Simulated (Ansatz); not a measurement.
The same ligand exchange along the group O, S, Se.

Gas-phase electronic energies from Ansatz, PBE0-D4/def2-TZVP geometries. CCSD(T)/CBS is the MP2 limit (def2-TZVPP, def2-QZVPP) plus CCSD(T) − MP2 in def2-TZVPP, frozen cores. This one scheme is used for every species. Functionals use def2-TZVPP. For Se outer-core shells are correlated without core-valence functions, which leaves a few kJ/mol of doubt a bond. Scalar relativity is left out up to krypton. Each species was taken in one conformer, which may not be the lowest.

| reaction | CCSD(T)/CBS(def2) (kcal/mol) |
| --- | --- |
| `O[SiH2]N[SiH3]` + `C=N` → `C=N[SiH2]N[SiH3]` + H₂O | ? |
| `[SiH3]N[SiH2]S` + `C=N` → `C=N[SiH2]N[SiH3]` + H₂S | 4.9 |
| `[SiH3]N[SiH2][SeH]` + `C=N` → `C=N[SiH2]N[SiH3]` + H₂Se | 5.9 |

Q: Fill in the missing values. (Best estimate.)

A: Computed: `O[SiH2]N[SiH3]` + `C=N` → `C=N[SiH2]N[SiH3]` + H₂O: +13.7 kcal/mol.

Largest T1 diagnostic: 0.012, for `C=N[SiH2]N[SiH3]`.
